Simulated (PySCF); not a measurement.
C2H9ClOSi2, SMILES Cl[Si@@H]([SiH3])CCO.

Coordinates come from a PBE-D3(BJ)/def2-SVP optimisation. The structure was generated by enumeration; whether it is a known compound was not checked. The values are those of a single conformer.

Method: PBE-D3(BJ)/def2-SVP in PySCF.

Frequencies are harmonic and unscaled.

```tsv
mode	ν (cm⁻¹)	IR (km/mol)	moving atoms (share of kinetic energy)
1	50	0.2	O 35 %, H 22 %, Si 17 %, C 16 %, Cl 9 %
2	81	1.3	O 37 %, Si 20 %, H 18 %, Cl 16 %, C 9 %
3	101	0.4	H 41 %, Cl 21 %, Si 15 %, O 13 %, C 9 %
4	113	1.2	H 63 %, Cl 17 %, Si 12 %
5	131	4.2	Si 38 %, H 33 %, C 14 %, Cl 9 %
6	162	5.4	Si 30 %, H 20 %, O 19 %, C 18 %, Cl 15 %
7	223	24.5	H 43 %, C 25 %, Si 15 %, Cl 10 %
8	281	88.4	H 83 %, O 8 %
9	385	6.4	Si 46 %, H 23 %, C 15 %, Cl 9 %
10	427	6.4	H 63 %, C 16 %, Si 12 %, O 10 %
11	481	16.4	H 81 %, Si 13 %
12	497	35.9	Si 47 %, H 40 %, Cl 10 %
13	531	31.6	Si 43 %, Cl 27 %, H 22 %
14	661	30.8	Si 38 %, C 38 %, H 23 %
15	694	20.7	H 72 %, C 22 %
16	735	178.1	H 85 %
17	779	54.2	H 71 %, C 16 %, Si 9 %
18	838	124.0	H 88 %, Si 11 %
19	901	29.3	H 97 %
20	902	34.1	H 97 %
21	933	4.0	H 53 %, C 38 %
22	962	28.6	H 74 %, C 21 %
23	1064	121.9	C 44 %, H 35 %, O 21 %
24	1122	2.2	H 64 %, C 24 %, O 12 %
25	1168	13.4	H 70 %, C 27 %
26	1240	50.1	H 77 %, C 18 %
27	1248	0.5	H 84 %, C 15 %
28	1356	6.7	H 91 %, C 9 %
29	1391	17.7	H 66 %, C 30 %
30	1457	3.7	H 92 %
31	2138	76.8	H 98 %
32	2149	49.5	H 97 %
33	2158	97.4	H 96 %
34	2170	91.0	H 96 %
35	2884	85.0	H 95 %
36	2916	56.0	H 90 %, C 10 %
37	2984	4.1	H 95 %
38	3043	3.5	H 91 %, C 9 %
39	3724	35.9	H 94 %
```
